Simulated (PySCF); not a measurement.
## Si4H8O5

The system: Si4H8O5, a molecule; neutral, singlet. The structure, one conformer, was relaxed in the gas phase by PBE0-D3(BJ)/def2-SVP. No frequency run checks that it is a minimum.

SMILES: O[SiH]1O[SiH2]O[SiH2]O[SiH2]O1

Coordinates in Å:
```
O1     -0.735    1.731   -0.544
Si2    -2.020    0.737   -0.854
O3     -1.656   -0.826   -0.494
Si4    -0.769   -2.191   -0.232
O5      0.649   -1.817    0.521
Si6     1.485   -0.809    1.529
O7      0.975    0.754    1.315
Si8     0.774    1.850    0.107
O9      1.914    1.480   -1.029
H10    -2.341    0.845   -2.302
H11    -3.166    1.157   -0.007
H12    -1.569   -3.096    0.634
H13    -0.442   -2.827   -1.535
H14     2.928   -0.935    1.205
H15     1.200   -1.164    2.943
H16     0.919    3.213    0.655
H17     1.845    1.901   -1.890
```

Shieldings: GIAO PBE0/pcSseg-1. Shifts are against computed references at the same level: H TMS (σ 31.27 ppm), Si TMS (σ 352.0 ppm). Core levels by delta-SCF with SCAN, pcX-2 on the ionised atom and pcseg-1 elsewhere, spin-free X2C (2p3/2 is the spin-free 2p value less a third of a first-order spin-orbit splitting); from the vacuum level, for chosen atoms.

Task: Give the shieldings and core levels atom by atom.

Result: 
```json
{"atoms": "O1", "bonded to": "2 Si", "σ (ppm)": "224.5", "δ (ppm)": "-", "core level (eV)": "1s 538.06"}
{"atoms": "Si2", "bonded to": "2 O + 2 H", "σ (ppm)": "399.0", "δ (ppm)": "-47.0", "core level (eV)": "2p3/2 108.10"}
{"atoms": "O3", "bonded to": "2 Si", "σ (ppm)": "244.4", "δ (ppm)": "-", "core level (eV)": "-"}
{"atoms": "Si4", "bonded to": "2 O + 2 H", "σ (ppm)": "398.9", "δ (ppm)": "-46.9", "core level (eV)": "-"}
{"atoms": "O5", "bonded to": "2 Si", "σ (ppm)": "240.7", "δ (ppm)": "-", "core level (eV)": "-"}
{"atoms": "Si6", "bonded to": "2 O + 2 H", "σ (ppm)": "393.9", "δ (ppm)": "-41.9", "core level (eV)": "-"}
{"atoms": "O7", "bonded to": "2 Si", "σ (ppm)": "234.3", "δ (ppm)": "-", "core level (eV)": "1s 538.07"}
{"atoms": "Si8", "bonded to": "3 O + 1 H", "σ (ppm)": "416.7", "δ (ppm)": "-64.7", "core level (eV)": "2p3/2 108.38"}
{"atoms": "O9", "bonded to": "1 Si + 1 H", "σ (ppm)": "267.2", "δ (ppm)": "-", "core level (eV)": "1s 538.84"}
{"atoms": "H10", "bonded to": "1 Si", "σ (ppm)": "26.20", "δ (ppm)": "5.07", "core level (eV)": "-"}
{"atoms": "H11", "bonded to": "1 Si", "σ (ppm)": "26.18", "δ (ppm)": "5.09", "core level (eV)": "-"}
{"atoms": "H12", "bonded to": "1 Si", "σ (ppm)": "26.15", "δ (ppm)": "5.12", "core level (eV)": "-"}
{"atoms": "H13", "bonded to": "1 Si", "σ (ppm)": "26.15", "δ (ppm)": "5.12", "core level (eV)": "-"}
{"atoms": "H14", "bonded to": "1 Si", "σ (ppm)": "26.10", "δ (ppm)": "5.16", "core level (eV)": "-"}
{"atoms": "H15", "bonded to": "1 Si", "σ (ppm)": "26.23", "δ (ppm)": "5.03", "core level (eV)": "-"}
{"atoms": "H16", "bonded to": "1 Si", "σ (ppm)": "26.64", "δ (ppm)": "4.63", "core level (eV)": "-"}
{"atoms": "H17", "bonded to": "1 O", "σ (ppm)": "29.31", "δ (ppm)": "1.96", "core level (eV)": "-"}
```

Values are those of this one static structure; atoms that internal rotation interchanges would show their mean in an NMR spectrum.

Task: Which of Si2, Si8 holds its core electrons tightest, and by how much against the loosest?

Result: Si8 (bonded to 3 O + 1 H), by 0.28 eV over Si2 (bonded to 2 O + 2 H).

Task: By CAM-B3LYP/def2-SVPD (TDDFT singlets, Tamm-Dancoff triplets, ionisation by delta-SCF), where does absorption start, and what does vertical ionisation take?

Result: The lowest singlet lies at 7.68 eV (f 0.024), the strongest of the first 6 at 8.25 eV (f 0.024), the lowest triplet at 7.37 eV; vertical ionisation takes 10.56 eV.

The 3 runs behind this took 6.7 min in all, one thread each of Intel Xeon 6975P-C on a shared host, launched as `OMP_NUM_THREADS=1 python cluster_run.py task.json out`.
